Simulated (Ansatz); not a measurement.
PBE exchange is replaced step by step with exact exchange (0 % is PBE, 25 % PBE0; no dispersion term), basis def2-TZVPD, Ansatz. System: [B(OH)4]- (BO4H4⁻). Charge -1, multiplicity 1. Geometry: r2SCAN-D4/def2-SVPD.

Geometry of the singlet:

```xyz
9

B     0.000   -0.001   -0.001
O     0.954    1.127    0.128
H     0.528    1.773    0.701
O     0.427   -0.796   -1.178
H     0.696   -0.160   -1.848
O    -1.357    0.588   -0.114
H    -1.976   -0.123    0.079
O    -0.025   -0.924    1.159
H     0.753   -1.484    1.075
```

| exact exchange (%) | HOMO (eV) | LUMO (eV) | gap (eV) |
| --- | --- | --- | --- |
| 0 | -0.65 | 3.20 | 3.85 |
| 5 | -0.97 | 3.31 | 4.28 |
| 10 | -1.30 | 3.41 | 4.71 |
| 15 | -1.63 | 3.51 | 5.14 |
| 25 | -2.29 | 3.71 | 6.00 |
| 35 | -2.97 | 3.89 | 6.86 |
| 50 | -4.01 | 4.14 | 8.15 |
